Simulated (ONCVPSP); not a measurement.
## Reading a pseudo-wave (scandium)

Columns: radius, all-electron u(r) and pseudo u(r) of the 3s shell (level -55.11 eV) of scandium in the configuration [Ne] 3s2 3p6 3d1 4s2; revPBE, scalar-relativistic, ONCV scheme, ONCVPSP 4.0.1.

```
r (bohr)  all-electron  pseudo
   0.130       -0.2350  0.1119
   0.260       -0.5409  0.2528
   0.390       -0.1410  0.4333
   0.520        0.3867  0.6374
   0.650        0.7842  0.8304
   0.780        1.0042  0.9737
   0.910        1.0754  1.0416
   1.040        1.0457  1.0298
   1.170        0.9582  0.9546
   1.300        0.8439  0.8437
   1.430        0.7229  0.7228
   1.560        0.6068  0.6067
   1.690        0.5017  0.5016
   1.820        0.4100  0.4100
   1.950        0.3321  0.3321
   2.080        0.2672  0.2671
   2.210        0.2137  0.2137
   2.340        0.1703  0.1702
   2.470        0.1352  0.1352
   2.600        0.1070  0.1070
   2.730        0.0846  0.0846
   2.860        0.0667  0.0667
   2.990        0.0526  0.0525
   3.120        0.0413  0.0413
   3.250        0.0324  0.0324
   3.380        0.0254  0.0254
```

Q: How many radial nodes do the two functions have?

A: The all-electron 3s function has n − l − 1 = 2 (the table is too coarse to show those close to the nucleus); the pseudo-wave has 0, since the states of the same l below it are removed with the core.

Q: At about which radius was the pseudo-wave matched?

A: 1.40 bohr, where the columns begin to agree (steps of 0.13 bohr).

Q: Is the pseudo-wave norm-conserving?

A: Yes: the ONCV scheme keeps the norm inside the radius equal to the all-electron one, which fixes the energy derivative of the logarithmic derivative at the level.
